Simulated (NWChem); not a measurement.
System meant: CH₅BrOSi; SMILES O([SiH2]Br)C

The following NWChem deck was run.

```
start job
memory heap 200 mb stack 900 mb global 1100 mb
geometry units angstroms noautoz
  Si     0.978842    -0.567451     0.039131
  Br    -0.147516     1.360049    -0.008432
  O      0.028321    -1.814322    -0.467793
  C     -1.161516    -2.248603     0.138336
  H      2.110771    -0.478680    -0.911805
  H      1.420941    -0.757301     1.449915
  H     -1.005442    -2.533505     1.194532
  H     -1.526749    -3.131779    -0.405690
  H     -1.942280    -1.469343     0.100474
end
basis spherical
  Si library def2-svp
  Br library def2-svp
  O library def2-svp
  C library def2-svp
  H library def2-svp
end
dft
  odft
  mult 2
  xc b3lyp
  iterations 150
  mulliken
end
task dft energy
```

End of the output:

```
 Summary of "ao basis" -> "" (spherical)
 ------------------------------------------------------------------------------
       Tag                 Description            Shells   Functions and Types
 ---------------- ------------------------------  ------  ---------------------
 Si                         def2-svp                 8       18   4s3p1d
 Br                         def2-svp                12       32   5s4p3d
 O                          def2-svp                 6       14   3s2p1d
 C                          def2-svp                 6       14   3s2p1d
 H                          def2-svp                 3        5   2s1p

                                 NWChem DFT Module
                                 -----------------

 Summary of "ao basis" -> "ao basis" (spherical)
 ------------------------------------------------------------------------------
       Tag                 Description            Shells   Functions and Types
 ---------------- ------------------------------  ------  ---------------------
 Si                         def2-svp                 8       18   4s3p1d
 Br                         def2-svp                12       32   5s4p3d
 O                          def2-svp                 6       14   3s2p1d
 C                          def2-svp                 6       14   3s2p1d
 H                          def2-svp                 3        5   2s1p

  number of electrons :                   68
  multiplicity        :                    2
 ------------------------------------------------------------------------
  no. of electrons and multiplicity not compatible                  68
 ------------------------------------------------------------------------
 ------------------------------------------------------------------------
  current input line :
    28: task dft energy
 ------------------------------------------------------------------------
 ------------------------------------------------------------------------
 There is an error in the input file
 ------------------------------------------------------------------------
 For more information see the NWChem manual at https://nwchemgit.github.io

0: no. of electrons and multiplicity not compatible:Received an Error in Communication
```

Task: Find the fault in this run and fix the input.

Result: The program refused the input. Cause: the multiplicity doesn't fit the number of electrons (an even count wants an odd multiplicity, and the reverse). This input runs:
```
start job
memory heap 200 mb stack 900 mb global 1100 mb
geometry units angstroms noautoz
  Si     0.978842    -0.567451     0.039131
  Br    -0.147516     1.360049    -0.008432
  O      0.028321    -1.814322    -0.467793
  C     -1.161516    -2.248603     0.138336
  H      2.110771    -0.478680    -0.911805
  H      1.420941    -0.757301     1.449915
  H     -1.005442    -2.533505     1.194532
  H     -1.526749    -3.131779    -0.405690
  H     -1.942280    -1.469343     0.100474
end
basis spherical
  * library def2-svp
end
dft
  xc b3lyp
  iterations 150
  mulliken
end
task dft energy
```
It converges to -2979.61341 Ha (B3LYP/def2-SVP).
